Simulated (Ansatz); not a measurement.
C3H9GaS3, SMILES `C[S][Ga]([S]C)[S]C`, relaxed with RKS PBE0-D4/def2-TZVP in Ansatz from a GFN2-xTB geometry. The force threshold is 0.005 eV/Å; the program also tests the step.

Charge 0, multiplicity 1.

Start:

```xyz
16

C     2.607   -0.123   -1.746
S     2.233    0.431   -0.040
Ga    0.016   -0.041    0.020
S    -1.202    0.456    1.866
C     0.089    1.245    2.900
S    -0.971   -1.052   -1.752
C    -2.708   -1.092   -1.168
H     2.496    0.718   -2.424
H     3.638   -0.463   -1.737
H     1.946   -0.938   -2.039
H    -0.146    2.301    2.987
H     1.075    1.112    2.456
H     0.052    0.772    3.877
H    -3.120   -2.047   -1.478
H    -2.752   -0.999   -0.083
H    -3.252   -0.279   -1.640
```

| step | energy (eV) | largest force (eV/Å) | largest move (Å) |
| --- | --- | --- | --- |
| 1 | -88125.4777 | 0.919 | 0.000 |
| 2 | -88125.6077 | 0.198 | 0.129 |
| 3 | -88125.6215 | 0.217 | 0.118 |
| 4 | -88125.6305 | 0.219 | 0.111 |
| 5 | -88125.6378 | 0.222 | 0.109 |
| 6 | -88125.6452 | 0.162 | 0.091 |
| 7 | -88125.6506 | 0.208 | 0.106 |
| 8 | -88125.6551 | 0.183 | 0.083 |
| 9 | -88125.6586 | 0.132 | 0.077 |
| 10 | -88125.6609 | 0.104 | 0.076 |
| 11 | -88125.6623 | 0.113 | 0.080 |
| 12 | -88125.6632 | 0.065 | 0.049 |
| 13 | -88125.6636 | 0.020 | 0.043 |
| 14 | -88125.6638 | 0.012 | 0.033 |
| 15 | -88125.6639 | 0.005 | 0.022 |
| 16 | -88125.6639 | 0.004 | 0.018 |

End:

```xyz
16

C     2.569   -0.102   -1.724
S     2.135    0.487   -0.057
Ga    0.000   -0.002    0.000
S    -1.181    0.458    1.788
C     0.094    1.209    2.849
S    -0.954   -0.950   -1.730
C    -2.663   -1.106   -1.125
H     2.010    0.433   -2.489
H     3.632    0.099   -1.857
H     2.398   -1.173   -1.821
H     0.508    2.107    2.393
H     0.894    0.502    3.065
H    -0.400    1.480    3.782
H    -3.234   -1.575   -1.926
H    -2.713   -1.737   -0.240
H    -3.096   -0.130   -0.908
```

Run time 41 s (2 threads of an AMD EPYC 7R13 on a shared host and a share of an NVIDIA H100 80 GB); peak host memory 1 GiB.
